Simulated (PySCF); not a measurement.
GeF2ClBr, SMILES [Ge]([Cl])([F])([Br])[F].

The structure is a stationary point at PBE0-D3(BJ)/def2-SVP. The structure was generated by enumeration, and PubChem lists no compound with its InChIKey, so it may never have been made.

These are PBE/def2-TZVP in PySCF values and carry that method's errors.

Symmetry labels are those of the subgroup Cs that the program uses (full group Cs).

Problem. List the valence orbital energies around the gap with their symmetry. (Estimate from the structure and the level; the computed values follow.)

Solution. 
| orbital | symmetry | energy (eV) |
|---|---|---|
| HOMO−7 | A' | -10.34 |
| HOMO−6 | A" | -10.32 |
| HOMO−5 | A" | -10.11 |
| HOMO−4 | A' | -9.68 |
| HOMO−3 | A' | -8.91 |
| HOMO−2 | A" | -8.83 |
| HOMO−1 | A" | -8.27 |
| HOMO | A' | -8.19 |
| LUMO | A' | -3.20 |
| LUMO+1 | A" | -0.55 |
| LUMO+2 | A' | -0.20 |
| LUMO+3 | A' | 0.20 |
